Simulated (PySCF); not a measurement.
## I²⁺: interval between two levels

I²⁺ [Kr] 4d10 5s2 5p3 [4S3/2, M_J = 3/2] → I²⁺ [Kr] 4d10 5s1 5p4 [4P5/2, M_J = 5/2], as a difference of total energies. All numbers are calculated (PySCF 2.14, the two-component X2C-1e Hamiltonian, in x2c-TZVPall-2c (8s9p5d2f, 74 functions)). Correlated levels: [Ar] 3d10 frozen; the 6 highest virtual spinors dropped. "Screened" scales the spin-orbit matrix elements by Boettger's factors to mimic the two-electron term; Breit and QED terms are absent.

```
                    method  interval between two levels (cm⁻¹)
           GHF (spin-free)                               90612
          GMP2 (spin-free)                               92941
 GHF (screened spin-orbit)                               88209
GMP2 (screened spin-orbit)                               90359
```

The labels give the starting determinants; with spin-orbit coupling the two ends relaxed to ⟨J²⟩ = 3.76, ⟨L²⟩ = 0.15, ⟨S²⟩ = 3.60 and ⟨J²⟩ = 8.77, ⟨L²⟩ = 2.10, ⟨S²⟩ = 3.73.
